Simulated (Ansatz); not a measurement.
Two isomers of CH8BNSi: A = `CBN[SiH3]`, B = `B[SiH2]CN`.

Calculated with Ansatz (gas phase, PBE0-D4/def2-TZVP geometries, no zero-point term in ΔE). CBS: MP2 limit from def2 TZ/QZ plus the TZ coupled-cluster correction, frozen cores. DFT in def2-TZVPP. B3LYP here is the variant with VWN-RPA as its local correlation; programs differ in this. One conformer a species, not always the lowest.

Task: Which is lower in electronic energy at CCSD(T)/CBS, and by how much? (Estimate.)

Result: The calculation gave: A, by 73.9 kcal/mol.

Task: Give E(B) − E(A) in kcal/mol with CCSD(T)/def2-SVP, CCSD(T)/def2-TZVPP, LDA (SPW92), B3LYP-D4, ωB97M-V, CCSD/def2-TZVPP, BLYP-D4. (Best estimate.)

Result: Computed: CCSD(T)/def2-SVP 75.4, CCSD(T)/def2-TZVPP 73.8, LDA (SPW92) 74.5, B3LYP-D4 74.3, ωB97M-V 74.8, CCSD/def2-TZVPP 73.7, BLYP-D4 73.3. None reverses the order clearly.

Task: Does the order hold for the free energy at 298.15 K (harmonic terms from PBE0-D4)? (Best estimate.)

Result: Ansatz gave: Yes: G(B) − G(A) = +72.8 kcal/mol, for one conformer each.

Largest T1 diagnostic: 0.012.

From PBE to PBE0 (25 % exact exchange), in def2-TZVPP and without D4, E(B) − E(A) moves by +1.2 kcal/mol. Leaving LDA and LC-ωPBE aside and taking each functional with its dispersion term where it has one, the values, not all of them listed here, spread over 5.3 kcal/mol, from revPBE-D4 to BHLYP-D4. LDA lies +3.8 kcal/mol from PBE without D4.
